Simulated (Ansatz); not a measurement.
Cost and result for the atomization energy of CH7GaSi2, SMILES `[CH2]1[SiH2][SiH2][GaH]1` (11 atoms, 11 bonds).

```xyz
11

C     1.0753   -0.2538   -0.8739
Si   -0.5798    0.6498   -0.9413
Si   -0.9099    0.4290    1.3796
Ga    0.6517   -1.3219    0.7703
H     1.4169   -0.7686   -1.7723
H     1.8517    0.4647   -0.5770
H    -1.5836   -0.1971   -1.6507
H    -0.5737    1.9950   -1.5831
H    -2.2617    0.2548    1.9752
H    -0.1945    1.5174    2.1104
H     1.1077   -2.7694    1.1630
```

Charge 0, multiplicity 1. Correlated methods include outer-core shells of Ga, which these sets cover unevenly. Scalar relativity is left out up to krypton. Geometry: relaxed with PBE0-D4/def2-TZVP. Program: Ansatz. All runs use 4 threads of an Arm Neoverse V1 on a shared host. Times are those of one run each, without the atoms' runs, and a repeat can differ threefold. Electronic energies, without spin–orbit coupling; frozen cores. CCSD(T)/CBS adds CCSD(T) − MP2 in def2-TZVPP to the MP2 limit, and its time is that of the two runs behind it. T1 = 0.014. With those shells the extrapolation isn't a true limit. HSE06 is the plane-wave form, built on full-range PBE exchange.

CCSD(T)/CBS is a level of theory with its own doubt, some kJ/mol a heavy atom from the limit and from the frozen cores, so smaller differences don't rank the functionals.

| level | functions | wall time |
| --- | --- | --- |
| BLYP-D4/def2-TZVPP | 261 | 2.4 s |
| revPBE-D4/def2-TZVPP | 261 | 2.5 s |
| PBE-D4/def2-TZVPP (with forces) | 261 | 3 s |
| PBE0-D4/def2-TZVPP | 261 | 4 s |
| HSE06-D4/def2-TZVPP | 261 | 4.3 s |
| r2SCAN-D4/def2-TZVPP (with forces) | 261 | 6 s |
| CCSD(T)/def2-SVP | 117 | 6 s |
| B97M-V/def2-TZVPP | 261 | 11 s |
| ωB97X-V/def2-TZVPP | 261 | 11 s |
| ωB97M-V/def2-TZVPP (with forces) | 261 | 15 s |
| MP2/def2-QZVPP | 496 | 27 s |
| CCSD(T)/def2-TZVPP | 261 | 2.6 min |
| CCSD(T)/CBS(def2) | – | 3.1 min |

**Question.** What atomization energy does each give, and how far from CCSD(T)/CBS? (An estimate is asked.)

**Answer.** The calculation gave: 
```tsv
level	atomization (kcal/mol)	difference from CCSD(T)/CBS	per bond
BLYP-D4/def2-TZVPP	780.9	-17.9	-1.6
revPBE-D4/def2-TZVPP	782.6	-16.2	-1.5
PBE-D4/def2-TZVPP (with forces)	796.1	-2.7	-0.2
PBE0-D4/def2-TZVPP	794.1	-4.7	-0.4
HSE06-D4/def2-TZVPP	794.4	-4.4	-0.4
r2SCAN-D4/def2-TZVPP (with forces)	800.5	1.7	0.2
CCSD(T)/def2-SVP	747.2	-51.6	-4.7
B97M-V/def2-TZVPP	804.6	5.8	0.5
ωB97X-V/def2-TZVPP	803.8	5.0	0.5
ωB97M-V/def2-TZVPP (with forces)	795.4	-3.4	-0.3
MP2/def2-QZVPP	790.1	-8.7	-0.8
CCSD(T)/def2-TZVPP	781.0	-17.8	-1.6
CCSD(T)/CBS(def2)	798.8	0.0	0.0
```

From BLYP to BHLYP (50 % exact exchange), in def2-TZVPP and without D4, the atomization energy moves by +6.9 kcal/mol. The D4 term adds +11.6 kcal/mol with B3LYP and +6.0 kcal/mol with PBE0; it sums over pairs of atoms, weighted by their polarisabilities, and B3LYP, whose exchange is more repulsive, gets the larger term. At CCSD(T), def2-SVP lies −51.6 kcal/mol from the extrapolated value and def2-TZVPP −17.8 kcal/mol: correlation converges slowly with the basis, and small sets miss more of it in the bonded molecule than in its fragments.

B3LYP here is the variant with VWN-RPA as its local correlation; programs differ in this.
